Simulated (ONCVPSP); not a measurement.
## Before and after: ONCV potential for Zn (Z = 30)

ONCVPSP 4.0.1 input, shortened (lines: element, Z, core and valence counts, functional; n l f; lmax; l rc ep ncon nbas qcut; lloc lpopt rc5 dvloc0; l nproj debl; icmod fcfact rcfact), PBEsol, scalar-relativistic:

```
  Zn 30.00    4    3  -116133      upf
    1    0    2.00
    2    0    2.00
    2    1    6.00
    3    0    2.00
    3    1    6.00
    3    2   10.00
    4    0    2.00
    2
    0    1.95    0.00    4    8    3.90
    1    0.80    0.00    3    6   18.80
    2    1.10    0.00    4    9   16.40
    4    3    0.50    6.00
    0    2    2.40
    1    2    2.20
    2    1    0.50
    3    2.25    1.75
```

In the p channel the program set the typed energies aside and used -3.060, 0.250 Ha.

Change: s: qcut 3.1; p: qcut 15; d: qcut 13.1.

Cutoffs: the cutoffs (Ha) at which the residual kinetic energy of the hardest occupied pseudo-wave falls to 1 and 0.1 mHa per electron; they do not see the model core or the augmentation charge, which bear on the density cutoff. Errors are all-electron minus pseudo energies relative to the spin-unpolarised reference configuration.

**Question.** What does the change do?

**Answer.** The potential gets softer (108 Ha and 133 Ha → 74 Ha and 92 Ha); both files keep a bound ghost (s); of the 4 tests that both files solve, the error grows in 0 and shrinks in 3 by more than 15 % and 0.3 meV (median size 38.8 → 26.5 meV).

| quantity | base | changed |
| --- | --- | --- |
| cutoff, loose | 108 Ha | 74 Ha |
| cutoff, tight | 133 Ha | 92 Ha |
| loose cutoff by channel | s 6.2 Ha, p 108 Ha, d 94 Ha | s 8.9 Ha, p 65 Ha, d 74 Ha |
| bound ghosts | s | s |
| GHOST(+) flags under 300 eV | none | none |
| error for 3p6 3d10 4s1, meV [ΔE 9.90 eV] | -7.7 | -6.1 |
| error for 3p6 3d10 4s0, meV [ΔE 28.25 eV] | -43 | -34 |
| error for 3p6 3d9 4s0, meV [ΔE 68.76 eV] | +65 | +24 |
| error for 3p6 3d10 4s0 4p1, meV [ΔE 16.26 eV] | -34 | -29 |
| s: phases at 1.98 bohr within 0.05 rad from the reference energy up to (Ha; the scan ends near 5) | 4.0 | 3.9 |
| p: phases at 0.81 bohr within 0.05 rad from the reference energy up to (Ha; the scan ends near 5) | to the end of the scan | to the end of the scan |
| d: phases at 1.12 bohr within 0.05 rad from the reference energy up to (Ha; the scan ends near 5) | 3.4 | 2.9 |
| rms error of d²Exc/dni dnj with the model core, mHa | 1.72 | 1.60 |

 A true bound ghost makes a file unfit for plane-wave use even where its test errors are small: the radial tests pick states by their node count and pass the ghost by.
